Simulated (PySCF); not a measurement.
trans-(1R,2R)-1-bromo-2-fluorocyclopropane (C3H4BrF), SMILES F[C@@H]1C[C@H]1Br.

The structure is a stationary point at PBE0-D3(BJ)/def2-SVP.

Two levels are set side by side: PBE/def2-TZVP (PySCF) and HF/def2-TZVP (PySCF). Same geometry, gas phase. Differences are taken from unrounded values.

```
quantity                       PBE
---------------------------  -----
orbital gap (eV)              5.23
highest occupied level (eV)  -6.46
lowest empty level (eV)      -1.23
dipole moment (D)             1.16
mean polarisability (bohr³)   54.8
```

These are the PBE values. What does HF give? (Estimate from the structure and the level; the computed values follow.)


| quantity | HF | PBE minus HF |
|---|---|---|
| orbital gap (eV) | 14.35 | -9.13 |
| highest occupied level (eV) | -10.74 | 4.29 |
| lowest empty level (eV) | 3.61 | -4.84 |
| dipole moment (D) | 1.32 | -0.16 |
| mean polarisability (bohr³) | 50.8 | 4.0 |

PBE's occupied levels lie high since its potential decays too fast outside the molecule; exact exchange lowers them and widens the gap. PBE's more diffuse valence density responds more strongly to a field. Differences between two approximate levels are no errors against the true value.

Rough cost on one machine, each run with all the roots and properties that it gave: HF against PBE about 1/2.
